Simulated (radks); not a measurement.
Values are calculated unless marked as measured or tabulated.
Excited configurations of neutral potassium: one electron is placed in a higher orbital outside [Ar]. The ground configuration is [Ar] 4s1. Code: a radial shooting solver on a logarithmic mesh with Libxc functionals. Model: scalar-relativistic Kohn-Sham, PBE, spin-polarised, spherical densities, finite nucleus; open shells are filled with parallel spins first; Fermi nuclear charge, rms radius 3.4349 fm. Excitation = E - E(ground); binding = E(ion) - E, where the ion is the core of charge +1; n* = 1/sqrt(2 binding) in atomic units, and the quantum defect is n - n*.

| outer orbital | excitation (eV) | binding (eV) | n* | quantum defect | eigenvalue (eV) | <r> (bohr) |
|---|---|---|---|---|---|---|
| 3d | 2.529 | 1.938 | 2.649 | 0.351 | -0.697 | 7.891 |
| 4d | 3.101 | 1.366 | 3.156 | 0.844 | -0.709 | 13.49 |
| 5s | 2.438 | 2.029 | 2.589 | 2.411 | -1.256 | 10.94 |
| 5p | 2.939 | 1.529 | 2.983 | 2.017 | -0.919 | 13.78 |
| 6s | 3.311 | 1.156 | 3.431 | 2.569 | -0.754 | 19.53 |
| 6p | 3.526 | 0.941 | 3.803 | 2.197 | -0.609 | 23.39 |
| 7s | 3.716 | 0.751 | 4.257 | 2.743 | -0.509 | 30.72 |

Estimate the row for 5d.

Answer. excitation (eV) 3.578; binding (eV) 0.889; n* 3.911; quantum defect 1.089; eigenvalue (eV) -0.544; <r> (bohr) 22.81. The Delta-SCF ionisation energy is 4.467 eV (NIST Atomic Spectra Database: 4.341 eV, measured). Self-interaction in the functional shifts the binding energies and quantum defects, so they are the method's values and not measured ones.
